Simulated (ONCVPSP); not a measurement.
**Pseudopotential generation for nitrogen (N): ONCV, PW91, scalar-relativistic.**

nitrogen, optimised norm-conserving Vanderbilt (ONCV), made with ONCVPSP 4.0.1 (PW91, scalar-relativistic). Core [He], reference 2s2 2p3. Waves: 2s: rc 1.10 bohr, ncon 5, nbas 10, qcut 7.5 1/bohr, 2 projectors, debl 3.8 Ha; 2p: rc 1.35 bohr, ncon 4, nbas 8, qcut 12 1/bohr, 2 projectors, debl 0.5 Ha; d scattering state at 0.18 Ha: rc 1.30 bohr, ncon 5, nbas 8, qcut 7.8 1/bohr, 2 projectors, debl 4 Ha. Local part: polynomial inside 1.10 bohr (lpopt 1, dvloc0 2 Ha). Core correction: Teter function, fcfact 1.5, rcfact 1.5.

* Cutoffs needed: 37 Ha and 87 Ha (the cutoffs (Ha) at which the residual kinetic energy of the hardest occupied pseudo-wave falls to 1 and 0.1 mHa per electron)
* Ghost test: no bound ghost flagged; no localised positive-energy state flagged
* Largest excitation error: +294 meV (all-electron minus pseudo) for 2s2 2p0, out of 4 test configurations
* rms error of d²Exc/dni dnj: 1.97 mHa without and 1.30 mHa with the model core
